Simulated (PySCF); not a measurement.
Compound: [ICl2]- (charge -1).
Z-matrix (Å and degrees, PBE0-D3(BJ)/def2-SVP geometry), rows numbered from 1:
```
I 
Cl  1  2.5882
Cl  1  2.5882  2  180.00
```

The closed-shell ground state was solved at several levels (PySCF, density fitting, gas phase). Atoms past krypton carry effective core potentials; spin–orbit coupling is left out. No diffuse functions stand in pcSseg-1 (def2-TZVP on I), which bears on an anion's orbital energies.

| level | basis functions | total energy (Eh) | HOMO (eV) | LUMO (eV) | gap (eV) |
| --- | --- | --- | --- | --- | --- |
| PBE0/pcSseg-1 (def2-TZVP on I) | 98 | -1217.9118 | -2.60 | 2.22 | 4.82 |
| CAM-B3LYP/def2-SVPD | 89 | -1217.9879 | -4.13 | 2.72 | 6.85 |

Q: Estimate the row for B3LYP/pcSseg-1 (def2-TZVP on I), a basis of 98 functions; the other rows only guide the guess.

A: Total energy -1218.3343 Eh, HOMO -2.30 eV, LUMO 2.10 eV, gap 4.40 eV.

Q: Over all these levels, which gives the widest orbital gap and which the narrowest?

A: CAM-B3LYP/def2-SVPD (range-separated hybrid) has the widest, 6.85 eV, and B3LYP/pcSseg-1 (def2-TZVP on I) (global hybrid, 20 % exact exchange) the narrowest, 4.40 eV. Functional and basis both differ between the two, so the spread mixes both effects.
